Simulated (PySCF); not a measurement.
**How methods differ on the excitation energy of Cr**

Cr [Ar] 3d5 4s1 (7S) → Cr [Ar] 3d4 4s1 5s1 (7D), as a difference of total energies. Calculation: PySCF 2.14, in aug-cc-pwCVTZ; the non-relativistic Hamiltonian (point nucleus). Correlated levels: valence: [Ar] frozen; valence and next inner shell: [Ne] frozen; nothing frozen. The calculations carry no spin-orbit coupling.

| method | excitation energy (eV) |
| --- | --- |
| UHF | 4.609 |
| LDA | 6.859 |
| PBE | 6.502 |
| PBE0 | 6.147 |
| r2SCAN | 6.436 |
| PW91 | 6.559 |
| revPBE | 6.441 |
| MP2 (valence) | 5.659 |
| SCS-MP2 (valence) | 4.959 |
| MP2 (valence and next inner shell) | 6.246 |
| SCS-MP2 (valence and next inner shell) | 5.520 |
| MP2 (all electrons) | 6.261 |
| SCS-MP2 (all electrons) | 5.529 |

Q: How much does correlation contribute at MP2 (all electrons)?

A: 6.261 − (4.609) = 1.652 eV, measured against UHF.

A first-order spin-orbit estimate (lowest level to lowest level, LS coupling) adds -0.046 eV.

The promoted electron is Rydberg-like, and one or two diffuse shells describe it only roughly, which tends to raise the upper state.
